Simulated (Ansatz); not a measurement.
The cluster Al4P3⁺, relaxed as a singlet with RKS PBE-D4/def2-SVP in Ansatz, starting from the GFN1-xTB geometry. Force threshold 0.02 eV/Å.

The structure comes from a short search, and lower isomers may exist.

Start:

```csv
atom,x (Å),y (Å),z (Å)
Al1,0.0079,0.8681,2.8175
Al2,-1.3713,-1.7884,-0.5038
Al3,2.8685,-0.3642,-0.5817
Al4,-1.1681,1.3426,-1.4687
P5,0.6001,0.1057,0.4661
P6,-1.5153,0.3699,0.8791
P7,0.5782,-0.5337,-1.6084
```

```json
{"step": "1", "energy (eV)": "-54204.9547", "largest force component (eV/Å)": "0.866", "SCF passes": "22"}
{"step": "2", "energy (eV)": "-54205.1114", "largest force component (eV/Å)": "0.340", "SCF passes": "28"}
{"step": "3", "energy (eV)": "-54205.1738", "largest force component (eV/Å)": "0.274", "SCF passes": "20"}
{"step": "4", "energy (eV)": "-54205.1857", "largest force component (eV/Å)": "0.126", "SCF passes": "22"}
{"step": "5", "energy (eV)": "-54205.1958", "largest force component (eV/Å)": "0.138", "SCF passes": "20"}
{"step": "6", "energy (eV)": "-54205.2112", "largest force component (eV/Å)": "0.125", "SCF passes": "21"}
{"step": "7", "energy (eV)": "-54205.2132", "largest force component (eV/Å)": "0.025", "SCF passes": "23"}
{"step": "8", "energy (eV)": "-54205.2133", "largest force component (eV/Å)": "0.026", "SCF passes": "24"}
{"step": "9", "energy (eV)": "-54205.2134", "largest force component (eV/Å)": "0.007", "SCF passes": "15"}
```

Force components are those of the run's own axes.

End:

```xyz
7

Al   -0.2150    0.8953    2.8586
Al   -1.1439   -1.8319   -0.2977
Al    2.8625   -0.4317   -0.7998
Al   -0.9308    1.4682   -1.3155
P     0.6421    0.1130    0.4992
P    -1.6256    0.3326    0.7380
P     0.4107   -0.5455   -1.6827
```

By distances, no bond broke or formed. The bond that changes most is Al2–P5, from 2.90 to 2.76 Å (atoms count from 1). The end is the same structure that another start reached.

No frequencies were taken in this run, so the end may be a saddle point.

It took 12 s on 4 threads of Arm Neoverse V2 on a shared host.
